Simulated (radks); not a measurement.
Task: All-electron atom: Br X in [Ar] 3d8. Method: Dirac Kohn-Sham, PBEsol, spin-unpolarised, spherical densities, point nucleus; open shells are shared between the two j in proportion to 2j + 1; computed with a radial shooting solver on a logarithmic mesh with Libxc functionals. Some entries of the table are withheld. Estimate them.

orbital,occ.,eigenvalue (hartree),<1/r> (bohr^-1)
1s1/2,2,(1),35.64
2s1/2,2,-70.78184,7.956
2p1/2,2,-64.47952,7.924
2p3/2,4,-62.73389,7.664
3s1/2,2,-15.39701,2.672
3p1/2,2,-13.19216,2.570
3p3/2,4,-12.92261,2.509
3d3/2,3.2,-9.10377,2.305
3d5/2,4.8,-9.05755,2.290
4s1/2,0,(2),1.088
4p1/2,0,(3),(4)
4p3/2,0,(5),(6)

Result: 
(1) 1s1/2 eigenvalue (hartree): -496.0981
(2) 4s1/2 eigenvalue (hartree): -5.63552
(3) 4p1/2 eigenvalue (hartree): -4.95390
(4) 4p1/2 <1/r> (bohr^-1): 1.021
(5) 4p3/2 eigenvalue (hartree): -4.89823
(6) 4p3/2 <1/r> (bohr^-1): 1.007
